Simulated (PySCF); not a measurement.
SiH2Cl2, SMILES Cl[SiH2]Cl. Heavy atoms are numbered as in [SiH2:1]([Cl:2])[Cl:3]. Hydrogens are named by the atom that carries them.

Geometry: B3LYP-D3(BJ)/def2-TZVP. The isomer is the one that the SMILES or the coordinates give; other isomers of the formula were not compared.

Level of theory: PySCF with PBE0/pcSseg-2.

GIAO shieldings, no solvent; atoms alike by connectivity are averaged. δ = σ(ref) − σ: ²⁹Si against TMS (σ = 341.9 ppm); ³⁵Cl against HCl (σ = 943.3 ppm); ¹H against TMS (σ = 31.54 ppm), references at their B3LYP-D3(BJ)/def2-TZVP geometries, non-relativistic (without spin–orbit terms, shifts of atoms bonded to Cl or Br come out too high).

Computed chemical shifts:
```
nucleus       atoms  count  δ (ppm)
-------  ----------  -----  -------
²⁹Si     Si1 (SiH2)      1     -0.5
³⁵Cl            Cl2      2     47.1
¹H         H on Si1      2     5.95
```
